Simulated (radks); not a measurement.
Species: the barium ion Ba4+. Configuration: [Kr] 4d10 5s2 5p4.

Calculated with a radial shooting solver on a logarithmic mesh with Libxc functionals: Dirac Kohn-Sham, BLYP, spin-unpolarised, spherical densities, finite nucleus; open shells are shared between the two j in proportion to 2j + 1; Fermi nuclear charge, rms radius 4.8378 fm.

Energy parts (eV):
part                      energy
total                 -221393.31
kinetic                236336.61
electron-nucleus      -536341.16
Hartree                 83991.28
exchange-correlation    -5380.05

Orbitals (lengths in bohr, moments of r in powers of bohr; r(max) is where P^2 peaks):
orbital,occ.,eigenvalue (eV),r(max),<r^4>,<r>,<1/r>
1s1/2,2,-37271.87,0.01642,2.074e-06,0.02558,60.70
2s1/2,2,-5922.944,0.09302,0.0003457,0.1093,14.25
2p1/2,2,-5582.308,0.07106,0.0002187,0.09192,14.24
2p3/2,4,-5200.390,0.07613,0.0002685,0.09792,12.99
3s1/2,2,-1281.568,0.2665,0.01439,0.2917,5.120
3p1/2,2,-1138.507,0.2531,0.01351,0.2815,5.033
3p3/2,4,-1064.695,0.2642,0.01580,0.2935,4.724
3d3/2,4,-813.4684,0.2132,0.01238,0.2644,4.585
3d5/2,6,-797.7295,0.2164,0.01299,0.2681,4.506
4s1/2,2,-282.9966,0.6250,0.3821,0.6734,2.105
4p1/2,2,-230.9582,0.6369,0.4561,0.6961,2.000
4p3/2,4,-215.5049,0.6610,0.5310,0.7232,1.900
4d3/2,4,-130.4150,0.6899,0.8647,0.7917,1.676
4d5/2,6,-127.7781,0.6979,0.9077,0.8014,1.651
5s1/2,2,-70.0438,1.444,11.01,1.574,0.8436
5p1/2,1.33333,-55.5087,1.572,16.77,1.737,0.7571
5p3/2,2.66667,-53.0079,1.631,19.30,1.801,0.7255

The highest occupied level is 5p3/2 at -53.008 eV. The electron density at the nucleus is 3.229e+05 e/bohr^3.
